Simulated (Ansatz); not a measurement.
Gas-phase reaction in SMILES: CN[SiH3] → CN[SiH2-] + H+
Structures are relaxed separately at B3LYP-D3(BJ)/def2-TZVP in Ansatz (an electronic-structure program), one conformer each, not searched for the lowest.
Geometry of the first species:
```
N
H 1 1.0081
C 1 1.4559 2 113.51
H 3 1.0921 1 109.42 2 169.54
H 3 1.0923 4 107.16 1 120.13
H 3 1.0971 4 107.53 5 116.04
Si 1 1.7195 2 117.75 3 -155.24
H 7 1.4811 1 107.37 2 -32.05
H 7 1.4832 8 110.95 1 118.64
H 7 1.4910 8 108.09 9 116.54
```
Charge 0, spin multiplicity 1.

Property: gas-phase deprotonation energy (electronic energy difference), in kcal/mol. Cores are frozen in the correlated levels unless marked. No spin-orbit coupling. Non-relativistic. Anions need diffuse functions: aug- sets have them; def2-D sets add few; the other sets have none. Basis-set limits of correlation are two-point, X^-3; Hartree-Fock from the larger set.

```csv
level,program,gas-phase deprotonation energy (kcal/mol),minus last row
HF/aug-cc-pV(T+d)Z,Ansatz,395.3,8.7
HF/cc-pwCVTZ,Ansatz,398.7,12.1
PBE-D3(BJ)/def2-TZVPD,Ansatz + dftd3,380.8,-5.8
PBE0/def2-QZVPP,Ansatz,385.8,-0.8
HSE06-D3(BJ)/def2-TZVPD,Ansatz + dftd3,385.3,-1.3
HSE06-D4/def2-TZVPD,Ansatz + dftd4,384.5,-2.1
LC-wPBE-D3(BJ)/def2-TZVPD,Ansatz + dftd3,390.7,4.1
PBE-QIDH/def2-TZVPD,Ansatz,388.2,1.6
SCS-MP2/aug-cc-pV(T+d)Z,Ansatz,388.8,2.2
SCS-MP2/cc-pV(T+d)Z,Ansatz,393.9,7.3
CCSD/aug-cc-pV(D+d)Z,Ansatz,384.3,-2.3
CCSD/cc-pVTZ,Ansatz,391.2,4.6
CCSD/aug-cc-pV(Q+d)Z,Ansatz,388.7,2.1
CCSD(T)/cc-pVTZ,Ansatz,389.5,2.9
"CCSD(T)/CBS(aug-cc-pV(T+d)Z,aug-cc-pV(Q+d)Z)",Ansatz,386.6,0.0
```
